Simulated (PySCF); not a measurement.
C5H5F3O.
SMILES with atom numbers: `[CH2:1]=[CH:2][O:3]/[CH:4]=[C:5](\[F:6])[CH:7]([F:8])[F:9]` (hydrogens: H10, H11 on C1; H12 on C2; H13 on C4; H14 on C7)

Level: wB97X-D/def2-SVPD in PySCF, non-relativistic, on one gas-phase PBE0-D3(BJ)/def2-SVP geometry that isn't relaxed in the solvent. The solvent is an IEF-PCM continuum (cavity from Bondi-type radii × 1.2), and excitations are vertical TDDFT with non-equilibrium linear response and a frozen core. Specific hydrogen bonds and non-electrostatic terms are outside this model.

Gas-phase singlets (H = HOMO, L = LUMO):

| state | E (eV) | λ (nm) | f | leading configurations |
| --- | --- | --- | --- | --- |
| S1 | 6.294 | 197 | 0.797 | H→L 95% |
| S2 | 6.507 | 191 | 0.045 | H→L+2 72%, H→L+5 8% |
| S3 | 6.828 | 182 | 0.039 | H→L+1 91% |
| S4 | 7.319 | 169 | 0.017 | H→L+4 31%, H→L+5 29% |
| S5 | 7.526 | 165 | 0.011 | H→L+3 32%, H→L+4 28% |

Question: Give the list for methanol (ε = 32.61), n² = 1.77.

Answer: 
```json
{"state": "S1", "E (eV)": "6.194", "λ (nm)": "200", "f": "0.889", "leading configurations": "H→L 95%", "change by rank (eV)": "-0.100"}
{"state": "S2", "E (eV)": "6.527", "λ (nm)": "190", "f": "0.056", "leading configurations": "H→L+2 66%, H→L+1 13%", "change by rank (eV)": "+0.020"}
{"state": "S3", "E (eV)": "6.872", "λ (nm)": "180", "f": "0.050", "leading configurations": "H→L+1 79%, H→L+2 16%", "change by rank (eV)": "+0.044"}
{"state": "S4", "E (eV)": "7.380", "λ (nm)": "168", "f": "0.045", "leading configurations": "H→L+4 57%, H-1→L+2 13%", "change by rank (eV)": "+0.061"}
{"state": "S5", "E (eV)": "7.655", "λ (nm)": "162", "f": "0.001", "leading configurations": "H→L+3 67%, H→L+5 10%", "change by rank (eV)": "+0.129"}
```

Question: Give the list for water (ε = 78.36), n² = 1.78.

Answer: 
```
state  E (eV)  λ (nm)      f  leading configurations  change by rank (eV)
   S1   6.194     200  0.889                 H→L 94%               -0.100
   S2   6.526     190  0.057    H→L+2 65%, H→L+1 14%               +0.019
   S3   6.875     180  0.050    H→L+1 78%, H→L+2 17%               +0.047
   S4   7.381     168  0.046  H→L+4 57%, H-1→L+2 13%               +0.062
   S5   7.660     162  0.001     H→L+3 67%, H→L+5 9%               +0.134
```

Question: The ground-state energy changes by -0.256 eV from gas to water. By how much does the total energy of gas-phase S1 change?

Answer: E(S1) = E(S0) + excitation energy, so it changes by -0.256 − 0.100 = -0.356 eV: it is lowered more than the ground state, which is what a red shift means. This is the vertical state, with the slow part of the continuum still set for S0.

Question: How do the frontier levels move from gas to water?

Answer: 
```
orbital  gas (eV)  solvent (eV)  change (eV)                  Löwdin shares, gas               Löwdin shares, solvent
 LUMO+2      2.23          2.42        +0.19  C2 21 %, C4 19 %, H12 12 %, C1 9 %   C4 18 %, C2 16 %, C5 15 %, F6 11 %
 LUMO+1      2.04          2.29        +0.25   C2 27 %, C1 21 %, O3 13 %, C4 8 %    C2 27 %, C1 21 %, O3 12 %, C4 8 %
   LUMO      1.45          1.62        +0.17  C4 23 %, C5 20 %, C1 12 %, C2 10 %   C4 23 %, C5 20 %, C1 11 %, C2 10 %
   HOMO     -8.65         -8.52        +0.13  O3 22 %, C1 20 %, C5 19 %, C2 11 %   O3 21 %, C1 21 %, C5 19 %, C2 12 %
 HOMO-1    -10.49        -10.33        +0.16  C2 23 %, C1 20 %, C4 20 %, C5 14 %   C2 22 %, C4 20 %, C1 20 %, C5 15 %
 HOMO-2    -12.18        -12.08        +0.10  F8 21 %, F9 18 %, C7 16 %, C5 12 %   F8 18 %, F9 17 %, C7 15 %, C5 12 %
 HOMO-3    -12.58        -12.37        +0.21  O3 40 %, C2 16 %, H12 10 %, C1 8 %  O3 33 %, C2 16 %, H12 10 %, C1 10 %
```

The HOMO–LUMO gap goes from 10.10 to 10.14 eV. Rows go by rank; for LUMO+1 and LUMO+2 the atom shares or the degeneracy differ between the runs, so the row needn't follow one orbital.

The values belong to the conformer `[CH2:1]=[CH:2][O:3]/[CH:4]=[C:5](\[F:6])[CH:7]([F:8])[F:9]`: C1–C2–O3–C4 180°, C2–O3–C4–C5 180°, C4–C5–C7–F8 110°.

wB97X-D is run here without its empirical dispersion term; that term would change no orbital, density or response property at a fixed geometry.
